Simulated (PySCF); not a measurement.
**In (indium, neutral) across methods**

[Kr] 4d10 5s1 5p1 6s1, high-spin 4P determinant (an excited configuration). Computed with PySCF 2.14 in aug-cc-pVTZ-PP with ECP28MDF, with a scalar-relativistic core potential.

| method | E (hartree) | mean ε 5s α (eV) | mean ε 5p α (eV) | mean ε 6s α (eV) | Σ⟨r²⟩ (bohr²) | ⟨S²⟩ |
| --- | --- | --- | --- | --- | --- | --- |
| r2SCAN | -189.8820 | -12.869 | -6.259 | -1.789 | 99.22 | 3.753 |
| B3LYP | -189.8764 | -13.402 | -6.576 | -1.968 | 99.22 | 3.751 |
| PBE | -189.8120 | -12.489 | -5.910 | -1.817 | 98.80 | 3.751 |
| revPBE | -189.8700 | -12.417 | -5.897 | -1.814 | 99.43 | 3.751 |
| PBE0 | -189.8182 | -13.607 | -6.838 | -2.107 | 99.73 | 3.751 |
| LDA | -189.4776 | -12.788 | -5.979 | -1.853 | 97.37 | 3.751 |
| r2SCANh | -189.8712 | -13.283 | -6.586 | -1.899 | 99.24 | 3.753 |
| UHF | -188.96678 | -16.288 | -9.210 | -2.692 | 103.2 | 3.752 |

Energies and moments cover only the electrons outside the core potential. The outer electron is Rydberg-like, and this basis confines it to a smaller radius and binds it less than a complete one would.
